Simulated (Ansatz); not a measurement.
A displaced shape of singlet AlCl₃:

```xyz
4

Al    0.0225   -0.0352   -0.0275
Cl    2.1244   -0.0067   -0.0197
Cl   -1.0471    1.7515   -0.0067
Cl   -1.0504   -1.8456    0.0184
```

It was optimised with PBE0/def2-SVP in Ansatz (development build ahead of 0.2.0) to forces under 0.001 eV/Å, with restricted orbitals. Each step stands on the lowest determinant of that kind that the program's search found.

Question: What shape does it relax to, and how does the optimisation go?

Answer:

```yaml
atoms:
  - { symbol: Al, position_ang: [0.0124, -0.0340, -0.0089] }
  - { symbol: Cl, position_ang: [2.0912, -0.0217, -0.0255] }
  - { symbol: Cl, position_ang: [-1.0378, 1.7602, -0.0130] }
  - { symbol: Cl, position_ang: [-1.0163, -1.8406, 0.0119] }
```

Bond lengths: Al1–Cl2 2.079 Å, Al1–Cl3 2.079 Å, Al1–Cl4 2.079 Å. Angles: Cl2–Al1–Cl3 120.0°, Cl2–Al1–Cl4 120.0°, Cl3–Al1–Cl4 120.0°.

| step | E − E(start) (eV) | largest force (eV/Å) |
| --- | --- | --- |
| 1 | 0.0000 | 0.4360 |
| 2 | -0.0140 | 0.0499 |
| 3 | -0.0142 | 0.0032 |
| 4 | -0.0142 | 0.0001 |

The optimisation ended after 4 steps with its threshold met.
